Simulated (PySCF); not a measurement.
Run record: geometry optimisation, `[SiH3][TeH]`.

Computed with PBE0-D3(BJ)/def2-SVP geometry optimisation, gas phase, def2 core potentials past Kr (PySCF 2.14.0). Start geometry: GFN2-xTB. The input is one job of a driver script: a line of settings, then coordinates in Å.

Input:
```
{"job": {"xc": "PBE0", "basis": "def2-SVP", "d3": "d3bj", "grid": 1, "maxiter": 30, "kind": "geom"}, "charge": 0, "multiplicity": 1}
Si    -0.637361    -0.053379    -0.023343
Te     1.687759    -0.281494    -0.852718
H     -1.005649     1.336969     0.221382
H     -0.867465    -0.806693     1.204670
H     -1.468458    -0.593964    -1.088920
H      2.294297     0.400551     0.517354
```

Output:
```
step   0  E = -559.70843796  max force = 0.012898
step   1  E = -559.71000835  max force = 0.001715
step   2  E = -559.71002116  max force = 0.000770
step   3  E = -559.71002392  max force = 0.000055
optimisation converged
```

Energies in Eh; «max force» is the largest Cartesian gradient component in Eh/bohr.

Question: Give the first gradient maximum in eV/Å.

Answer: With 1 Eh/bohr = 51.422 eV/Å, 0.663 eV/Å.

Question: How much energy does the optimisation release, in kcal/mol?

Answer: E(step 0) − E(last step) = 0.001586 Eh, which is 1.0 kcal/mol.

In short: final energy -559.71002 Eh after 3 steps; dipole 0.63 D.

Question: How long does this job take on an Arm Neoverse N1 with one thread, on a shared host? And the peak memory of the process?

Answer: About 11 s, with 0.29 GiB resident at the peak, the Python interpreter and its libraries included.
Labels such as C1 count atoms from 1, the log's own numbers from 0.
